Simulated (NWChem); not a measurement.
Species: ZnGeNH$_{5}$; SMILES [NH2][Zn][GeH3]

```xyz
8

Zn     0.0006    -0.9143    -0.0192
N     -0.0010    -2.7331     0.0887
H      0.8196    -3.2636    -0.1905
H     -0.8222    -3.2621    -0.1914
Ge    -0.0001     1.4661     0.0090
H     -1.3011     2.0460     0.6066
H      1.1593     2.0484     0.8472
H      0.1370     2.0770    -1.4030
```
Atoms are numbered in this order, from 1.

The geometry was optimised at PBE0/def2-SVP.

 States above −ε(HOMO) = 5.5 eV lie in this functional's continuum and hang on the basis.

Q: List the 4 lowest vertical singlet excitations from PBE/def2-SVPD, TDA (NWChem).

A: 
```csv
state,energy (eV),oscillator strength,leading excitation (squared amplitude)
S1,4.09,0.000,HOMO → LUMO (1.00)
S2,4.49,0.038,HOMO → LUMO+1 (0.73)
S3,5.01,0.050,HOMO → LUMO+2 (0.68)
S4,5.74,0.053,HOMO−1 → LUMO (0.93)
```
